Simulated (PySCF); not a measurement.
Energy profile

The step: AlNH₃ClO ([NH2][Al]([OH])[Cl]) → AlClO + NH₃ (still joined by a long Al–N bond); bonds formed: N2–H4; bonds broken: O3–H4; bonds weakened to dative contacts: Al1–N2 (atoms numbered as in the saddle structure below).

Al1  (-0.877, 0.444, 0.352)
N2  (0.805, -0.331, -0.179)
O3  (-1.465, -0.133, -1.064)
H4  (-0.057, -0.506, -0.986)
Cl5  (-1.153, 1.470, 2.136)
H6  (1.580, 0.233, -0.502)
H7  (1.167, -1.176, 0.244)
(Å)

Electronic energies by CCSD(T) at an estimated basis limit (MP2 extrapolated from triple and quadruple zeta, plus CCSD(T) − MP2 in triple zeta), on PBE0-D4/def2-TZVP structures; AlNH$_{3}$ClO, singlet; no counterpoise correction. Computed with PySCF 2.14 with density fitting (its default auxiliary sets; JK sets also for MP2 and CCSD(T)) (basis: def2-TZVPP and def2-QZVPP); correlated methods freeze the cores. Extrapolation: Hartree–Fock as exp(−7.88 √X), correlation as X^−2.97.

Question: Give the profile in eV, counted from the start structure. (An estimate is asked for; the value comes from the calculation.)

Answer: Computed:
```json
{"point": "start structure", "eV": "0.000"}
{"point": "saddle", "eV": "2.372"}
{"point": "end structure", "eV": "1.997"}
{"point": "separated: AlClO (linked as [O][Al][Cl]; Al1, O3, Cl5; singlet) + NH$_{3}$ (N2, H4, H6, H7; singlet)", "eV": "3.545"}
```

No T1 diagnostic of these runs exceeds 0.024.

For scale, one of the runs: CCSD(T)/def2-TZVPP, 188 basis functions, launched by `OMP_NUM_THREADS=4 python run.py`. Hardware: 4 CPU threads of an INTEL XEON PLATINUM 8581C, shared host. Wall time 2.6 min; peak host memory 2.1 GiB.
